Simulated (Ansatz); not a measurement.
CH₆OSSi, SMILES `OC([SiH3])S`. The species carries charge 0 and has multiplicity 1.

```xyz
10

O     1.606    0.294   -0.369
C     0.362   -0.378   -0.244
Si   -0.895    0.611    0.792
S    -0.364   -0.626   -1.864
H     1.939    0.481    0.515
H     0.498   -1.368    0.211
H    -2.017   -0.260    1.224
H    -1.401    1.766    0.010
H    -0.165    1.108    1.992
H     0.436   -1.629   -2.266
```

(1) List the harmonic frequencies (cm⁻¹, unscaled) at PBE0-D4/def2-TZVP in Ansatz. (Estimate.)

(2) Is this a minimum?

(3) Give the ideal-gas thermochemistry at 298.15 K and 1 bar (rigid rotor, harmonic oscillator; point group C1, symmetry number 1).

(4) And at 400, 500, 600, 800 and 1000 K?

Answers

(1) Computed: 127, 183, 220, 248, 277, 383, 529, 611, 704, 800, 907, 936, 939, 950, 1049, 1160, 1257, 1330, 2209, 2239, 2250, 2685, 3024, 3823.

(2) Yes, all 24 modes are real.

(3) Zero-point energy 172.5 kJ/mol; H(298) − E = 192.6 kJ/mol; entropy 333.8 J/(mol·K), of which translation 165.5, rotation 110.7, vibration 57.6; G(298) − E = 93.1 kJ/mol.

(4) 
```csv
T (K),H − E (kJ/mol),S (J/mol/K),G − E (kJ/mol)
400,204.3,367.4,57.3
500,217.5,396.9,19.1
600,232.2,423.6,-21.9
800,264.8,470.3,-111.5
1000,300.5,510.2,-209.6
```
